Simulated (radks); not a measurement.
Removal energies from the chromium ion Cr5+, [Ar] 3d1, by Delta-SCF beside the eigenvalue of the level emptied. Calculated with a radial shooting solver on a logarithmic mesh with Libxc functionals: scalar-relativistic Kohn-Sham, PBEsol, spin-polarised, spherical densities, finite nucleus; Fermi nuclear charge, rms radius of each element as measured or else 0.836 A^(1/3) + 0.57 fm. Open shells are filled with parallel spins first.

removed from       final configuration  Delta-SCF (eV)  -eigenvalue (eV)
3d                                [Ar]          90.824            79.734
3p                    [Ne] 3s2 3p5 3d1          135.52            124.30
3s                    [Ne] 3s1 3p6 3d1          165.35            153.84
2p            [He] 2s2 2p5 3s2 3p6 3d1          680.77            648.49
